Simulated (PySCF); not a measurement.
Computed shifts of a molecule C3H12OSi2, PBE/pcSseg-1 run with PySCF, GIAO, gas phase, atoms alike by connectivity averaged where their shifts nearly agree, in ppm (number of nuclei): ¹³C: 71.7 (1), 13.1 (1), -5.7 (1). ²⁹Si: -39.4 (1), -75.9 (1). ¹H: 4.80 (1), 4.40 (1), 4.23 (1), 4.01 (3), 3.96 (1), 1.44 (1), 0.96 (1), 0.54 (3). References: ¹³C against TMS (σ = 182.0 ppm); ²⁹Si against TMS (σ = 335.4 ppm); ¹⁷O against H2O (σ = 334.3 ppm); ¹H against TMS (σ = 31.49 ppm), references at their B3LYP-D3(BJ)/def2-TZVP geometries, non-relativistic. The structure is a stationary point at ωB97X-D3(BJ)/def2-SVP. One conformer was computed; it need not be the lowest.

Task: Which structure fits?
(A) C[SiH2][C@H]([SiH3])CO
(B) CCO[Si@H](C)[SiH3]
(C) C[C@@H]([SiH3])[C@@H](O)[SiH3]
(D) [SiH3]CCCO[SiH3]

Result: A, C[SiH2][C@H]([SiH3])CO
